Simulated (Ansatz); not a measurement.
Ansatz results at the PBE0-D4/def2-TZVP geometry: HOMO–LUMO gap (ωB97M-V/def2-TZVPP) 10.79 eV; HOMO energy (PBE0/def2-TZVPP) -7.47 eV; HOMO–LUMO gap (PBE/def2-TZVPP) 3.73 eV.

Each molecule was computed in one conformer, which needn't be the lowest.

(1) Which molecule gave them?
A. `CC[O][Ti]([Cl])([O]C)[N](C)C`
B. `C[O][Ti]([O]C)([O]C)[O][Si](O)(O)O`
C. `C[S][Ti]([F])([F])[Cl]`
D. `[NH2][Ti]([NH2])([OH])[F]`

Results:

(1) D. The others give `C[S][Ti]([F])([F])[Cl]`: 9.09, -7.87, 2.68; `C[O][Ti]([O]C)([O]C)[O][Si](O)(O)O`: 11.26, -7.73, 4.33; `CC[O][Ti]([Cl])([O]C)[N](C)C`: 9.79, -6.51, 3.13.
